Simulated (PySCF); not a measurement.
Species: BMe2(CH2SiH3), C3H11BSi.
Structure used (PBE0-D3(BJ)/def2-SVP), in Å, numbered top down from 1:
```
atom  x, y, z in Å
B1     0.2911    0.3737   -0.4489
C2     1.8615    0.3568   -0.3224
H3     2.3192    1.3223   -0.0614
H4     2.2700    0.0505   -1.3041
H5     2.2112   -0.4109    0.3883
C6    -0.4871    1.7418   -0.4759
H7    -1.5816    1.6651   -0.5498
H8    -0.1207    2.3384   -1.3313
H9    -0.2335    2.3409    0.4164
C10   -0.4802   -0.9852   -0.5280
Si11  -1.0822   -1.4246    1.2087
H12   -1.3939   -0.9283   -1.1440
H13    0.1409   -1.8321   -0.8646
H14    0.0661   -1.4992    2.1654
H15   -2.0409   -0.3926    1.7109
H16   -1.7742   -2.7508    1.2070
```

The computed photoelectron lines, unassigned: B 1s: 195.35 eV; C 1s: 289.65 (area 1), 289.90 (area 2) eV; Si 1s: 1846.40 eV; Si 2p3/2: 106.62 eV.

Computed with PySCF, delta-SCF UKS SCAN, pcX-2 on the ionised atom, pcseg-1 elsewhere, spin-free X2C. Geometry: PBE0-D3(BJ)/def2-SVP, one conformer, isolated molecule.

Problem. Which carbon gives which C 1s line?

Solution. 289.65 eV: C10 (carbon bonded to B, Si and 2 H); 289.90 eV: C2/C6 (carbon bonded to B and 3 H). The listed C 1s values span 0.25 eV, from C10 (bonded to 2 H, B and Si) to C2/C6 (bonded to 3 H and B).

Bonded neighbours of each site: B1: 3 C; C2/C6: 3 H and B; C10: 2 H, B and Si; Si11: C and 3 H.

Problem. Which photon energy gives electrons from C 1s of C2/C6 a kinetic energy of 200 eV, and what is their de Broglie wavelength?

Solution. hν = 289.90 + 200 = 489.90 eV, recoil neglected; λ = 12.264 Å/√(E/eV) = 0.87 Å.

Topologically equivalent atoms share the value of their first member; where this conformer doesn't relate them by symmetry, their own values could differ. 2p3/2 and 2p1/2 are the ΔSCF energy of one spin-free 2p hole plus the eigenvalues of a spin–orbit and ligand-field matrix of the shell. 2p1/2 minus 2p3/2 (ligand field included): Si 0.62 eV.
